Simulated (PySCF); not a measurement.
The first ionisation energy along group 8

All values are computed (PySCF 2.14, energy differences of UHF-based or UKS calculations, no spin-orbit coupling). Values in eV. The last column holds reference values (NIST; (s) semi-empirical, (t) theoretical, else measured). Unmarked ones compare directly (S terms, centres of terms, or small fine structure); those marked * lie between the lowest fine-structure levels and include a spin-orbit shift.

| element | configurations | MP2 (valence) | CCSD (valence) | CCSD(T) (valence) | B97-3 | LDA | PBE0 | reference |
| --- | --- | --- | --- | --- | --- | --- | --- | --- |
| Fe (ANO-RCC-VTZP, spin-free X2C) | [Ar] 3d6 4s2 → [Ar] 3d6 4s1 | 7.437 | 7.644 | 7.731 | 8.115 | 8.216 | 7.680 | 7.904 |
| Ru (ANO-RCC-VTZP, spin-free X2C) | [Kr] 4d7 5s1 → [Kr] 4d7 | 7.158 | 7.103 | 7.166 | 7.249 | 8.089 | 7.488 | 7.365 |
| Os (ANO-RCC-VTZP, spin-free X2C) | [Xe] 4f14 5d6 6s2 → [Xe] 4f14 5d6 6s1 | 7.917 | 7.968 | 8.071 | 8.592 | 8.923 | 8.166 | 8.473 |

Problem. Which of these methods has the smallest mean absolute error against the measured values here?

Solution. B97-3, with 0.149 eV.

```
           method  elements  mean error (eV)  mean absolute error (eV)  largest error (eV)
    MP2 (valence)         3           -0.410                     0.410              -0.557
   CCSD (valence)         3           -0.342                     0.342              -0.506
CCSD(T) (valence)         3           -0.258                     0.258              -0.402
            B97-3         3            0.071                     0.149               0.211
              LDA         3            0.495                     0.495               0.724
             PBE0         3           -0.136                     0.218              -0.307
```

Errors include the incompleteness of the basis and the frozen core.

"Valence" correlates the outer s and p shells and, in groups 3 to 12 and the f block, the outer d or f shell, open or full, or the next shell where the ion has no valence electron left; the wider scheme adds the next inner shell.
